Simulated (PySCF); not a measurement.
# PbN: energy against distance

Set-up: basis Pb aug-cc-pVDZ-PP with ECP60, N aug-cc-pVDZ; scalar-relativistic core potentials; PySCF 2.14. Energies in eV from Pb + N in their ground configurations at the same level. State: ²Π (doublet), unpaired electrons π ↑.

Curves on a restricted Hartree–Fock reference rise too fast on stretching and do not dissociate correctly.

| R (Å) | ROHF-MP2 | ωB97X | PBEsol |
| --- | --- | --- | --- |
| 1.802 | -0.792 | -1.261 | -1.874 |
| 1.885 | -1.455 | -1.821 | -2.492 |
| 1.969 | -1.815 | -2.085 | -2.815 |
| 2.032 | -1.943 | -2.149 | -2.917 |
| 2.095 | -1.981 | -2.141 | -2.930 |
| 2.158 | -1.953 | -2.088 | -2.877 |
| 2.242 | -1.843 | -1.978 | -2.739 |
| 2.346 | -1.630 | -1.798 | -2.505 |
| 2.472 | -0.880 | -1.548 | -2.193 |
| 2.640 | 0.889 | -1.204 | -1.786 |

Problem. Put a parabola through the three lowest points of the ROHF-MP2 curve and estimate Re, k and ωe (reduced mass 13.12 u; 1 eV/Å² = 0.16022 mdyn/Å; ωe = 1302.8·√(k/μ) cm⁻¹).

Solution. Through R = 2.032, 2.095, 2.158 Å the second-order coefficient is 8.31 eV/Å², so Re ≈ 2.100 Å, k ≈ 2.66 mdyn/Å and ωe ≈ 587 cm⁻¹. A polynomial fit of higher order to the unrounded ROHF-MP2 energies gives Re = 2.097 Å, k = 2.63 mdyn/Å, ωe = 583 cm⁻¹; anharmonicity and rounding make the difference.

The higher-order fit for each curve: ROHF-MP2: Re = 2.097 Å, ωe = 583 cm⁻¹, De = 1.98 eV; PBEsol: Re = 2.074 Å, ωe = 616 cm⁻¹, De = 2.93 eV. ΩB97X gave no clean fit.

⟨S²⟩ is raised (PbN 0.96), so spin contamination touches these numbers. Correlated steps freeze 5 core orbitals. Correlated levels converge slowly with the basis: in double zeta they bind strong bonds too weakly, by up to about 1 eV, and carry superposition errors of some tenths. ⟨S²⟩ of the unrestricted solution departs from its pure value on part of the curve, where spin states mix. These are scalar-relativistic numbers at best; spin–orbit coupling would shift them, the dissociation energy most. The state is the lowest determinant that a PBE0 search found; another state may lie lower at other levels.
